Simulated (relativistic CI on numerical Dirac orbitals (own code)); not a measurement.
## One change at a time: Nb II

Base calculation: Dirac-Coulomb-Breit CI, separate exchange-only KLI orbitals for each configuration, a model potential for QED, valence Slater integrals scaled by 0.85, P86 correlation energy added to each configuration.

CI space (outside the closed core [Kr]): 4d4, 4d3 5s, 4d3 5p, 4d2 5s 5p, 4d2 5s2, 4d3 4f, 4d3 6s, 4d3 5d, 4d3 6p, 4d3 7s, 4d3 6d, 4d3 7p, 4d2 5s 6s, 4d2 5p2, 4d3 5f, 4d3 5g, 4d3 7d, 4d2 4f2, 4d3 6f, 4d2 4f 5s. Levels of other configurations are missing.

The lowest level and the first level of each name with at least 55 % of one term (blank where a level has no safe partner in the second run):

```csv
Level,Base (cm⁻¹),Shift (cm⁻¹)
4d4 5D_0,0.0,0.0
4d4 5D_1,121.9,+2.2
4d4 5D_2,347.0,+2.9
4d4 5D_3,653.6,-0.4
4d4 5D_4,1025.1,-8.6
4d3 5s 5F_1,3829.5,-133.9
4d3 5s 5F_2,4072.0,-132.5
4d3 5s 5F_3,4430.2,-131.0
4d3 5s 5F_4,4893.8,-131.3
4d3 5s 5F_5,5447.8,-136.1
4d4 3P_0,6559.8,-640.0
4d4 3P_1,7104.8,-637.2
4d4 3P_2,8074.4,-646.1
4d4 3F_2,8713.8,-809.5
4d4 3F_3,9043.0,-829.1
4d4 3F_4,9403.3,-864.6
4d4 3H_4,10484.2,-1160.4
4d4 3H_5,10739.6,-1170.6
4d4 3H_6,11044.2,-1174.8
4d4 3G_3,11538.6,-1169.2
4d4 3G_4,11848.4,-1169.2
4d4 3G_5,12130.7,-1179.2
```

For a near-neutral ion this model can misplace configurations by up to about 10,000 cm⁻¹ (more where the count of f electrons changes) and terms by 10 to 25 % of their spread. Rates follow the energies as ν³ (E1, M1) or ν⁵ (E2), so they and the lifetimes can be off by large factors. The fine structure of a lone outer electron comes out too small, for d and f at times inverted, and misplaced configurations move strength between like terms. 30 of the 33 excited levels that our extract of the measured tables holds in this range could be paired (the sources list more); they are missed by 670 cm⁻¹ on average and 2043 at most, and levels without a partner can miss by more.

Q: One thing was changed in a second run, which moved the levels as shown. Which?
A. Breit term removed
B. QED terms removed
C. configuration mixing switched off
D. valence Slater integrals scaled by 0.75
E. one mean potential for all configurations
F. Slater integrals left unscaled
G. only the first configuration

A: D. Valence Slater integrals scaled by 0.75. Scaling acts on the splittings between terms and on the mixing, and leaves the fine structure of pure LS terms nearly alone; in jj coupling it moves the levels of one term differently.

LS names give the leading component of a level, which can be under half, so a name can repeat, a term be missing and a line seem to break the LS rules.
